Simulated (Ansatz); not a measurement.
Relaxation of F3H3O2W (9 atoms, charge 0, multiplicity 1), to a largest force component of 0.03 eV/Å in at most 50 steps.

Method: Ansatz 0.2.0, RKS PBE0-D4/def2-SVP.

```xyz
9
Properties=species:S:1:pos:R:3:forces:R:3
W -0.546 -0.224 -0.267 -0.03 -0.14 0.00
H 1.857 0.821 1.032 0.53 -0.70 -0.02
O 2.333 -0.037 0.966 -0.47 0.71 0.10
H 2.373 -0.337 1.882 -0.02 0.04 -0.05
F -0.071 1.440 0.423 0.02 0.02 0.00
F -2.262 0.022 0.361 0.01 -0.01 -0.01
O -0.615 -2.045 -0.283 -0.03 0.07 -0.03
H -0.350 -2.887 0.098 0.01 0.00 0.01
F 0.769 -0.071 -1.551 -0.02 0.01 0.00
```

Where does it end, and by what steps?

The forces met the threshold. After 23 steps the energy has fallen by 0.301 eV; H2 moved furthest, 1.15 Å. Joined: W1–O3 (3.14 → 2.26 Å).

```
step  energy less start (eV)  largest force component (eV/Å)  accepted
   0                  0.0000                           0.714       yes
   1                  0.0339                           1.978        no
   2                 -0.0068                           0.960       yes
   3                 -0.0175                           0.223       yes
   4                 -0.0132                           0.809        no
   5                 -0.0247                           0.171       yes
   6                 -0.0282                           0.224       yes
   7                 -0.0305                           0.217       yes
   8                 -0.0270                           1.030        no
   9                 -0.0362                           0.165       yes
  10                 -0.0422                           0.372       yes
  11                 -0.0467                           0.911       yes
  12                 -0.0627                           1.016       yes
  13                 -0.0672                           1.374       yes
  14                 -0.1218                           0.719       yes
  15                 -0.1594                           0.623       yes
  16                 -0.2150                           0.829       yes
  17                 -0.2188                           1.221       yes
  18                 -0.2803                           0.285       yes
  19                 -0.2876                           0.358       yes
  20                 -0.2965                           0.268       yes
  21                 -0.2990                           0.126       yes
  22                 -0.3004                           0.095       yes
  23                 -0.3012                           0.020       yes
```

```xyz
9
Properties=species:S:1:pos:R:3
W -0.375 -0.183 0.046
H 2.247 0.109 0.223
O 1.710 -0.325 0.915
H 1.794 0.195 1.725
F -0.264 1.498 0.851
F -2.224 -0.042 0.119
O -0.321 -1.999 -0.157
H -0.076 -2.873 0.156
F 0.998 0.301 -1.216
```

Whether the end is a true minimum wasn't checked by a vibrational analysis.

The run took 56 s on 4 threads of Arm Neoverse V2 (shared host), peak memory 0.28 GiB.
